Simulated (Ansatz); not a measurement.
B(F)2(Et) (C2H5BF2), SMILES CCB(F)F.

Coordinates come from a TPSSh-D3(BJ)/def2-SVP optimisation. Other conformers were not sampled.

Two levels are set side by side: PBE/def2-SVPD (Ansatz, a first-principles code) and PBE0/def2-SVPD (Ansatz). Energy differences of separate SCF runs at the same geometry; the states with an electron removed or added have multiplicity 2 and 2. Differences are taken from unrounded values.

| quantity | PBE |
|---|---|
| vertical ionisation energy (eV) | 11.38 |
| vertical singlet–triplet gap (eV) | 7.00 |

Task: These are the PBE values. What does PBE0 give? (An estimate is asked for; the answer gives what the named calculation found.)

Result: 
| quantity | PBE0 | PBE minus PBE0 |
|---|---|---|
| vertical ionisation energy (eV) | 11.88 | -0.49 |
| vertical singlet–triplet gap (eV) | 7.40 | -0.40 |
